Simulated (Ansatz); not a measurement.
Basis-set extrapolation for F2H2OSi2, SMILES `F[Si]1(F)O[SiH2]1` (PBE0-D4/def2-TZVP geometry, frozen core, the Gaussian-basis code of Ansatz). Multiplicity 1, RHF reference.

|  | def2-TZVPP | def2-QZVPP |
| --- | --- | --- |
| HF | -853.085185 | -853.117487 |
| MP2 correlation | -0.957237 | -1.043717 |
| CCSD(T) correlation | -1.008412 | not run |

Energies in hartree. Use E(X) = E(∞) + A·exp(−7.88·√X) for Hartree–Fock and E(X) = E(∞) + B·X^(−2.97) for correlation, with X = 3 and 4, and add CCSD(T) minus MP2 of the smaller set to the MP2 limit.

Q: What is the CCSD(T) energy at the basis-set limit?

A: HF limit: -853.117487 + (-0.032302) × 0.13774 = -853.12194. MP2 limit: -1.043717 + (-0.086480) × 0.74074 = -1.10778. Higher-order term: -1.008412 − (-0.957237) = -0.05118. Total: -854.28090 hartree, 491.8 kJ/mol below CCSD(T)/def2-TZVPP.
